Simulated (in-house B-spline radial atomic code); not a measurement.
Sn²⁺. Computed with a B-spline radial atomic code. Model: non-relativistic spherical atom: semilocal Troullier-Martins pseudo-atom, one channel per l, against all electrons, high spin, G0W0 and RPA with empty states to l = 8, local potential for every l without a channel, a model core (radius 0 = none) keeps its share of the functional.

Without relativity these are model numbers for so heavy an element.

What the tables leave out is listed at the end.

The pseudopotential gives back the lowest level of each angular momentum of its own functional in the configuration it was made in; a second state of the same l is only approximately right. Exact exchange, RPA and GW see the smooth pseudo-orbitals and miss the exchange with the core, for which the functional's share stands in. The column with an uncorrelated core keeps all orbitals and exact exchange, and so separates missing core correlation from pseudisation. Only the three outermost levels and the lowest empty one were computed. RPA here is direct RPA, with no exchange kernel, and its energies carry an (l + 1/2)⁻⁴ tail. A hybrid on a potential with a model core restores only its own semilocal share of the core's exchange.

Command:
```bash
python run_psgw.py task.json out
```
Settings (lengths in bohr, energies in hartree):
```
Z                      50
electrons              48
configuration          [Kr] 4d10 5s2
generated_in           [Kr] 4d10 5s2 5p2
functional             pbe,pbe
core_shells            8
radius_factor          0.9
core_correction        False
ion_configuration      [Kr] 4d10 5s1
```

Run time, properties included: 40 s on 1 thread of Intel(R) Xeon(R) Platinum 8488C (Sapphire Rapids) (shared host).

Given: made with PBE; model core radius 0 bohr; local radius 1.022 bohr; mean-field start PBE.

Valence shells of the generating configuration: 4d, 5s, 5p.

Channel: s 1.907, p 2.33, d 0.791 (radii in bohr).

Computed: largest level miss in the spin-unpolarised generating configuration 0.002 eV; valence RPA correlation energy all-electron orbitals -0.72223 hartree; valence RPA correlation energy pseudo -1.117 hartree; all-electron RPA polarisability, core included 14.016 bohr³; pseudo-atom RPA polarisability 14.029 bohr³; ionisation by mean-field pseudo minus all -0.079 eV; ionisation by RPA all-electron 29.803 eV.

| level | occupied | mean-field all-electron (eV) | mean-field pseudo minus all (eV) | G0W0 all-electron (eV) | G0W0 uncorrelated core minus all (eV) | G0W0 pseudo minus all (eV) | exchange self-energy all-electron (eV) | exchange self-energy pseudo (eV) |
| --- | --- | --- | --- | --- | --- | --- | --- | --- |
| 5s | 1 | -25.048 | 0.022 | -29.73 | 0.042 | -0.496 | -15.035 | -13.306 |
| 5p (empty) | 0 | -17.744 | 0.013 | -14.585 | 0.032 | -0.305 | -5.0455 | -4.2356 |

Task: What is the ionisation by mean-field all-electron?

Result: 29.483 eV.

Task: What is the ionisation by RPA pseudo minus all?

Result: 0.759 eV.

Given: mean-field start PBE0.

Computed: valence RPA correlation energy all-electron orbitals -0.68228 hartree; valence RPA correlation energy pseudo -1.0775 hartree; all-electron RPA polarisability, core included 12.783 bohr³; ionisation by mean-field all-electron 29.154 eV; ionisation by RPA all-electron 29.626 eV; ionisation by RPA pseudo minus all 0.785 eV.

```tsv
level	occupied	mean-field all-electron (eV)	mean-field pseudo minus all (eV)	G0W0 all-electron (eV)	G0W0 uncorrelated core minus all (eV)	G0W0 pseudo minus all (eV)	exchange self-energy all-electron (eV)	exchange self-energy pseudo (eV)
5s	1	-25.926	-0.171	-29.642	0.045	-0.622	-14.867	-13.356
4d	1	-47.318	1.384	-53.029	-0.452	3.592	-46.223	-28.657
5p (empty)	0	-16.783	-0.225	-14.535	0.032	-0.307	-4.8021	-4.2203
```

Task: What is the pseudo-atom RPA polarisability?

Result: 12.658 bohr³.

Task: What is the ionisation by mean-field pseudo minus all?

Result: 0.157 eV.

Given: mean-field start Hartree-Fock.

Computed: valence RPA correlation energy all-electron orbitals -0.5877 hartree; all-electron RPA polarisability, core included 10.749 bohr³; pseudo-atom RPA polarisability 10.358 bohr³; ionisation by mean-field all-electron 27.423 eV; ionisation by RPA all-electron 29.215 eV; ionisation by RPA pseudo minus all 0.856 eV.

```csv
level,occupied,mean-field all-electron (eV),mean-field pseudo minus all (eV),G0W0 all-electron (eV),G0W0 uncorrelated core minus all (eV),G0W0 pseudo minus all (eV),exchange self-energy all-electron (eV),exchange self-energy pseudo (eV)
5s,1,-27.651,-0.734,-29.419,0.05,-0.931,-14.192,-13.31
4d,1,-54.494,5.143,-53.993,-0.391,3.31,-46.259,-28.36
5p (empty),0,-13.456,-0.751,-14.458,0.027,-0.398,-3.9619,-3.9911
```

Task: What is the ionisation by mean-field pseudo minus all?

Result: 0.724 eV.

Task: What is the valence RPA correlation energy pseudo?

Result: -0.97586 hartree.

Among the listed levels the largest G0W0 shift of the pseudo-atom is +3.59 eV, for 4d on the PBE0 start, while leaving the core uncorrelated moves that level by -0.45 eV. So pseudisation and the lost core exchange, not the missing core correlation, make the error. Not in the tables (levels of low weight, unsolved or above zero; the highest and the empty levels are kept at any weight): on PBE the G0W0 levels 4d (pseudo minus all +3.64 eV, weights 0.73 and 0.81).
